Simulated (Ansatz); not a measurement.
Job for Ansatz (an electronic-structure program): R-wB97M-V/def2-TZVPPD on CH3ClO2 (a complex), monomers drawn apart or pushed together. Files ending in .json are basis or fitting sets from the Basis Set Exchange.

Ansatz 0.2 input:
```yaml
crystal:
  periodic: [false, false, false]
  atoms:
    - {symbol: Cl, position_ang: [-0.27068733, 0.32754095, -0.09807415]}
    - {symbol: H, position_ang: [0.58689984, 0.05791804, 0.85843757]}
    - {symbol: O, position_ang: [1.10768209, -0.18660793, 2.40052831]}
    - {symbol: C, position_ang: [0.21726334, -0.05779316, 3.20664962]}
    - {symbol: O, position_ang: [-1.04668940, 0.24346252, 2.93409082]}
    - {symbol: H, position_ang: [0.35966317, -0.17949326, 4.28602381]}
    - {symbol: H, position_ang: [-1.16365880, 0.35022985, 1.96834464]}
basis:
  gaussian:
    orbitals: def2-TZVPPD.json
hamiltonian:
  xc: {name: wB97M-V}
scf: {lower_state_search: off}
```

The head of its log:

```
WARN ansatz: RAYON_NUM_THREADS=1 ignored (pool sized by the plan → 1); use --threads N
Functional definition: wB97M-V
these checks for a lower state are left out or cut short: stability, starts, cluster_reference, orbital_swaps, neighbouring_geometries, increment
integrals: 0.17 GiB planned
1046 factors; their error is unknown
integrals: 0.21 GiB planned
286 factors; integrals over basis functions are off by at most 3.1e-5 eV
mean field: 1.43 GiB planned
mean field evaluation 1: about -17699.6194 eV, gradient 4.9e1 eV
mean field evaluation 2: about -17699.1235 eV, gradient 5.5e1 eV
```

Q: Predict the final total energy.

A: -650.5925 hartree.
